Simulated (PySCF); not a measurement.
CH10OSi4, SMILES C1O[SiH2][Si@@H]([SiH2]1)[SiH3].

The structure is a stationary point at PBE0-D3(BJ)/def2-SVP. The structure was generated by enumeration; whether it is a known compound was not checked. One conformer was computed; it need not be the lowest.

Two levels are set side by side: PBE/def2-TZVP (PySCF) and CAM-B3LYP/def2-TZVP (PySCF). Same geometry, gas phase. Differences are taken from unrounded values.

```json
[
 {"quantity": "orbital gap (eV)", "CAM-B3LYP": "8.82"},
 {"quantity": "highest occupied level (eV)", "CAM-B3LYP": "-8.47"},
 {"quantity": "lowest empty level (eV)", "CAM-B3LYP": "0.35"},
 {"quantity": "dipole moment (D)", "CAM-B3LYP": "1.04"}
]
```

Problem. What does PBE give, and how far is it from CAM-B3LYP? (An estimate is asked for; the answer gives what the named calculation found.)

Solution. 
```tsv
quantity	PBE	PBE minus CAM-B3LYP
orbital gap (eV)	4.64	-4.18
highest occupied level (eV)	-6.11	2.36
lowest empty level (eV)	-1.47	-1.82
dipole moment (D)	0.85	-0.19
```

Without exact exchange PBE keeps part of each electron's self-repulsion, which lifts occupied levels and narrows the gap. Differences between two approximate levels are no errors against the true value.

Rough cost on one machine, each run with all the roots and properties that it gave: CAM-B3LYP against PBE within a factor of 2.
